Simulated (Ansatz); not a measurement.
`C[N]=[Mo]([NH2])(=[O])[F]` + H₂O → `C[N]=[Mo](=[O])([OH])[F]` + NH₃ at 700 K and 1 bar (formal hydrolysis of a Mo–N bond).

Isolated molecules relaxed with PBE0-D4/def2-TZVP in Ansatz; ΔE leaves out vibrations. CBS: MP2 limit from def2 TZ/QZ plus the TZ coupled-cluster correction, frozen cores. This one scheme is used for every species. Elements past krypton have def2 core potentials. For Mo outer-core shells are correlated without core-valence functions, which leaves a few kJ/mol of doubt a bond. Each species was taken in one conformer, which may not be the lowest.

| species | CCSD(T)/CBS energy (Eh) | H − E (kJ/mol) | S (J/(mol·K)) |
| --- | --- | --- | --- |
| `C[N]=[Mo]([NH2])(=[O])[F]` | -393.69631 | 281.1 | 509.8 |
| H₂O | -76.37941 | 80.5 | 218.4 |
| `C[N]=[Mo](=[O])([OH])[F]` | -413.57520 | 244.8 | 497.1 |
| NH₃ | -56.50880 | 116.9 | 226.5 |

H − E and S are ideal-gas, rigid-rotor, harmonic terms from PBE0-D4/def2-TZVP, for one conformer and one mirror image of each species. 1 Eh = 2625.50 kJ/mol, R = 8.31446 J/(mol·K).

Problem. By hand: ΔE, ΔH, ΔS and ΔG.

Solution. ΔE = (-413.57520) + (-56.50880) − (-393.69631) − (-76.37941) = -0.00828 Eh = -21.7 kJ/mol. Δ(H − E) = 244.8 + 116.9 − 281.1 − 80.5 = 0.1, so ΔH = -21.6 kJ/mol. ΔS = 497.1 + 226.5 − 509.8 − 218.4 = -4.6 J/(mol·K). ΔG = -21.6 − 700 × (-4.6)/1000 = -18.4 kJ/mol.

Problem. By hand: the equilibrium constant, and the temperature at which ΔG would vanish if ΔH and ΔS stayed fixed.

Solution. log₁₀ K = −ΔG/(RT ln 10) = 1.4. ΔG = 0 at ΔH/ΔS = 4696 K, far beyond where these terms or the molecules hold.

The number of gas molecules stays the same, so ΔS is small and ΔH decides. A doubt of 5 kJ/mol in ΔE shifts log₁₀ K by 0.4 here. Other conformers and mirror images would add mixing entropy, several J/(mol·K) or more a flexible species. These are equilibria of isolated gas molecules and say nothing of rates. Largest T1 diagnostic: 0.022 (customary marks: 0.02 for closed shells, 0.045 for open ones).
